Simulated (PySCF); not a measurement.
B(Br)2(NH2) (BBr2H2N), SMILES NB(Br)Br.

Geometry optimised at B3LYP-D3(BJ)/def2-SVP. One conformer was computed; it need not be the lowest.

Two levels are set side by side: TDA-PBE/def2-SVPD (PySCF) and TDA-B3LYP/def2-SVPD (PySCF). Vertical, same geometry. The lowest singlet is HOMO→LUMO 100 % with PBE and HOMO→LUMO 100 % with the other functional; states are paired by order. Differences are taken from unrounded values.

```tsv
quantity	TDA-B3LYP	TDA-PBE	TDA-PBE minus TDA-B3LYP
lowest singlet excitation (eV)	6.08	5.58	-0.50
lowest triplet excitation (TDA) (eV)	5.76	5.40	-0.35
first bright state (f over 0.05) (eV)	6.79	6.30	-0.49
its oscillator strength	0.16	0.12	-0.04
```

Functionals without exact exchange tend to place singlet excitations lower, as here. Differences between two approximate levels are no errors against the true value.

Rough cost on one machine, each run with all the roots and properties that it gave: TDA-B3LYP against TDA-PBE about 3 times.
